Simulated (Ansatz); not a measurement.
Conformers of `[OH][Ga]([F])[Br]`, each relaxed with PBE0-D4/def2-TZVP in Ansatz. CBS adds the triple-zeta coupled-cluster correction to the MP2 limit.

Outer-core shells of Br, Ga are correlated without core-valence functions. Scalar relativity is left out up to krypton. Spin–orbit coupling is left out.

Not all of them had a frequency check.

Conformer A:

Z-matrix (Å, degrees):
```
Ga
O 1 1.762
Br 1 2.257 2 124.6
F 1 1.734 2 116.6 3 -180.0
H 2 0.961 1 113.3 3 -0.2
```

Conformer B:

Z-matrix (Å, degrees):
```
Ga
O 1 1.764
Br 1 2.243 2 122.6
F 1 1.744 2 117.8 3 180.0
H 2 0.962 1 112.5 3 -179.9
```

Question: Which is lowest in electronic energy at CCSD(T)/CBS (frozen core, def2 sets), and by how much? (Best estimate.)

Answer: Computed: B; A lies 0.8 kJ/mol higher. Gaps under about 2 kJ/mol don't settle the order.

Question: Give the energies relative to B (kJ/mol) with r2SCAN-D4/def2-TZVPP, PBE0-D4/def2-TZVPP, PBE/def2-TZVPP, PBE0/def2-TZVPP, MP2/def2-QZVPP, CCSD/def2-QZVPP, CCSD/CBS(def2). (Best estimate.)

Answer: The calculation gave: 
```json
{"level": "r2SCAN-D4/def2-TZVPP", "A": "0.1"}
{"level": "PBE0-D4/def2-TZVPP", "A": "0.3"}
{"level": "PBE/def2-TZVPP", "A": "0.3"}
{"level": "PBE0/def2-TZVPP", "A": "0.3"}
{"level": "MP2/def2-QZVPP", "A": "0.6"}
{"level": "CCSD/def2-QZVPP", "A": "0.6"}
{"level": "CCSD/CBS(def2)", "A": "0.9"}
```
